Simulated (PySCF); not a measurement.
An unknown is described by computed data only.

Elements present: C, H, P and S. Monoisotopic mass: 159.9665 u.

| Item | Value |
| --- | --- |
| 1H NMR | chemical shifts (computed TMS as zero) by class: 9.39 (2 H), 8.37 (1 H), 2.46 (3 H) ppm [GIAO PBE0/pcSseg-1] |
| Polarisability | 127.8 au [wB97X-D/def2-SVPD] |
| Dipole | 2.66 D [wB97X-D/def2-SVPD] |
| 13C NMR | chemical shifts (computed TMS as zero) by class: 226.7 (1 C), 166.4 (2 C), 135.8 (1 C), 39.4 (1 C) ppm [GIAO PBE0/pcSseg-1] |
| NMR, other nuclei | isotropic shieldings of nuclei other than C and H, by class: 19 (2 P), 462 (1 S) ppm [GIAO PBE0/pcSseg-1] |
| Triplet | lowest triplet excitation (Tamm–Dancoff): 2.97 eV [TDA wB97X-D/def2-SVPD] |
| Rotational structure | rotational constants A, B, C: 2.102, 0.991, 0.747 GHz [GFN2-xTB] |
| UV, first state | lowest singlet excitation: 3.64 eV (341 nm, f = 0.000) [TDDFT wB97X-D/def2-SVPD] |

Electronic properties: PySCF, gas phase, density fitting. Levels stand in brackets. Geometry: GFN2-xTB, one conformer, isolated molecule. GFN2-xTB frequencies show an imaginary mode (47i cm⁻¹), so this geometry is no minimum at that level. NMR values are class means; diastereotopic atoms form classes of their own.

Problem. Which formula fits the mass and the elements?

Solution. C5H6P2S (calculated 159.9665). No other formula that holds each of these elements comes within 0.0003 u with a fitting electron parity and a possible valence count.

Problem. Propose a structure and show how it fits.

Solution. Numbering: `[CH3:1][S:2][c:3]1[p:4][cH:5][cH:6][cH:7][p:8]1`. 5 carbons fall into 4 classes; from least to most shielded: substituted aromatic carbon [C3] (226.7 ppm), aromatic CH carbon [C5/C7] (166.4 ppm, 2 C), aromatic CH carbon [C6] (135.8 ppm), S-methyl carbon [C1] (39.4 ppm). Hydrogen classes from least to most shielded: 2 H on 2 aromatic CH carbons, C5/C7 (9.39 ppm), 1 H on an aromatic CH carbon, C6 (8.37 ppm), 3 H on an S-methyl carbon, C1 (2.46 ppm). The other shieldings belong to: 19 ppm, phosphorus bonded to 2 C [P4/P8]; 462 ppm, sulfide sulfur [S2]. S1 is mainly HOMO→LUMO+1 (weight 0.95); the largest Löwdin shares of the orbital it empties are 0.67 on the sulfide sulfur, 0.10 on the S-methyl carbon and 0.09 on the substituted aromatic carbon, of the orbital it fills 0.24 on the substituted aromatic carbon, 0.20 on a phosphorus bonded to 2 C, 0.17 on a phosphorus bonded to 2 C and 0.12 on an aromatic CH carbon. By its constants the optimised geometry is an asymmetric top. Structure: `CSc1pcccp1`. The assignments are read from this structure; whether some other isomer fits the data as well wasn't checked.

The values belong to the conformer `[CH3:1][S:2][c:3]1[p:4][cH:5][cH:6][cH:7][p:8]1`: C1–S2–C3–P4 93°.
